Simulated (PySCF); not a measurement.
A series of derivatives of CCNC

Parent skeleton `[CH3:1][CH2:2][NH:3][CH3:4]`; one hydrogen on atom 3 is replaced by X. Hydrogens on one atom are averaged.

- coordinates at the GFN2-xTB level
- shieldings: GIAO PBE0/pcSseg-1
- code: PySCF 2.14.0 with density-fitted response routines
- no solvent model, equivalent nuclei averaged, one computed conformer, non-relativistic Hamiltonian

δ = σ(ref) − σ, references computed at the same level: TMS for ¹³C, ¹H; ¹⁵N vs NH3.

Parent (X = H): C1 18.3, C2 51.6, N3 53.1, C4 40.3, H(C1) 1.18, H(C2) 2.59, H(C4) 2.63 ppm. Effects are Δδ = δ(X) − δ(H), positive for deshielding.

**Question.** Order these by the shift of C2, most shielded first.
A. X = C2H5
B. X = vinyl
C. X = iPr

**Answer.** C (-6.8 ppm), A (+1.8 ppm), B (+3.9 ppm).

**Question.** Order these by the shift of H(C4), most shielded first.
A. X = vinyl
B. X = COCH3
C. X = iPr
D. X = C2H5

**Answer.** D (-0.33 ppm), C (-0.20 ppm), A (+0.00 ppm), B (+0.33 ppm).

Experimental scales use liquid or dissolved standards, which lie at an offset from isolated NH3 (liquid NH3: subtract about 20 ppm).
